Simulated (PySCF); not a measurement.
# Deuteron quadrupole couplings in `CC[C@@H]1CCO[Si@@H]1N`

Species: C5H13NOSi.
Geometry (GFN2-xTB, Å), atoms numbered from 1 in this order:
```xyz
21
C5H13NOSi angstrom
C      2.0208    1.2886   -0.3530
C      1.3855   -0.0904   -0.2415
C      0.3281   -0.1510    0.8607
C     -0.1658   -1.5834    1.0905
C     -1.2713   -1.8626    0.0727
O     -2.0464   -0.7049   -0.1165
Si    -1.3378    0.6695    0.4150
N     -1.3160    1.7628   -0.9176
H      1.2691    2.0254   -0.6201
H      2.7966    1.2903   -1.1160
H      2.4702    1.5793    0.5949
H      0.9345   -0.3559   -1.1995
H      2.1676   -0.8266   -0.0273
H      0.7786    0.2204    1.7835
H      0.6344   -2.3204    1.0027
H     -0.5932   -1.6562    2.0924
H     -1.9356   -2.6645    0.4087
H     -0.8429   -2.1506   -0.8938
H     -2.0438    1.1465    1.6116
H     -2.0743    1.6631   -1.5740
H     -1.1673    2.7376   -0.7191
```

Level: PBE0/pcSseg-1 (PySCF, non-relativistic); Q(2H) = 0.00286 b; rigid geometry, the same for H and D, with no vibrational averaging.

**Question.** Rank these positions by the coupling χzz of a deuteron there, largest first.
A. H19 (Si–H hydrogen)
B. H13 (methylene hydrogen)
C. H20 (N–H hydrogen)
D. H18 (methylene hydrogen)
E. H15 (methylene hydrogen)
F. H11 (methyl hydrogen)

**Answer.** C (287 kHz), F (211 kHz), E (206 kHz), B (201 kHz), D (196 kHz), A (105 kHz).

**Question.** Tabulate Vzz, the asymmetry η and χzz = 234.96 MHz × Q × Vzz for every hydrogen position.

**Answer.** 
```json
{"atom": "H9", "bonded to": "C1", "bond length (Å)": "1.086", "Vzz (au)": "0.3166", "η": "0.02", "χzz (kHz)": "213"}
{"atom": "H10", "bonded to": "C1", "bond length (Å)": "1.088", "Vzz (au)": "0.3162", "η": "0.02", "χzz (kHz)": "212"}
{"atom": "H11", "bonded to": "C1", "bond length (Å)": "1.089", "Vzz (au)": "0.3143", "η": "0.02", "χzz (kHz)": "211"}
{"atom": "H12", "bonded to": "C2", "bond length (Å)": "1.092", "Vzz (au)": "0.3042", "η": "0.03", "χzz (kHz)": "204"}
{"atom": "H13", "bonded to": "C2", "bond length (Å)": "1.095", "Vzz (au)": "0.2992", "η": "0.03", "χzz (kHz)": "201"}
{"atom": "H14", "bonded to": "C3", "bond length (Å)": "1.092", "Vzz (au)": "0.3103", "η": "0.05", "χzz (kHz)": "208"}
{"atom": "H15", "bonded to": "C4", "bond length (Å)": "1.091", "Vzz (au)": "0.3073", "η": "0.01", "χzz (kHz)": "206"}
{"atom": "H16", "bonded to": "C4", "bond length (Å)": "1.092", "Vzz (au)": "0.3045", "η": "0.01", "χzz (kHz)": "205"}
{"atom": "H17", "bonded to": "C5", "bond length (Å)": "1.094", "Vzz (au)": "0.2950", "η": "0.05", "χzz (kHz)": "198"}
{"atom": "H18", "bonded to": "C5", "bond length (Å)": "1.096", "Vzz (au)": "0.2910", "η": "0.05", "χzz (kHz)": "196"}
{"atom": "H19", "bonded to": "Si7", "bond length (Å)": "1.469", "Vzz (au)": "0.1555", "η": "0.01", "χzz (kHz)": "105"}
{"atom": "H20", "bonded to": "N8", "bond length (Å)": "1.008", "Vzz (au)": "0.4268", "η": "0.15", "χzz (kHz)": "287"}
{"atom": "H21", "bonded to": "N8", "bond length (Å)": "1.006", "Vzz (au)": "0.4325", "η": "0.16", "χzz (kHz)": "291"}
```

**Question.** Average by the element that carries the hydrogen.

**Answer.** on C: 206 kHz over 10 positions, mean bond length 1.091 Å; on Si: 105 kHz over 1 position, mean bond length 1.469 Å; on N: 289 kHz over 2 positions, mean bond length 1.007 Å.

**Question.** How does χzz go with the bond length over the 10 C–H bonds?

**Answer.** A straight-line fit has a slope of -17.5 kHz for each 0.01 Å, with a correlation coefficient of -0.93, over lengths from 1.086 to 1.096 Å. The longer bonds have the smaller couplings here.

Isolated species at its GFN2-xTB geometry (one conformer only). GFN2-xTB bond lengths can be off by several hundredths of an ångström, more for odd bonds, and the gradients follow them. These gradients aren't converged with respect to the basis.

These values come from a run that also computed NMR shieldings. Time: 84 s wall (grids of density and orbitals included); peak memory 1.0 GiB. Hardware: Arm Neoverse N1, one thread, on a shared host.
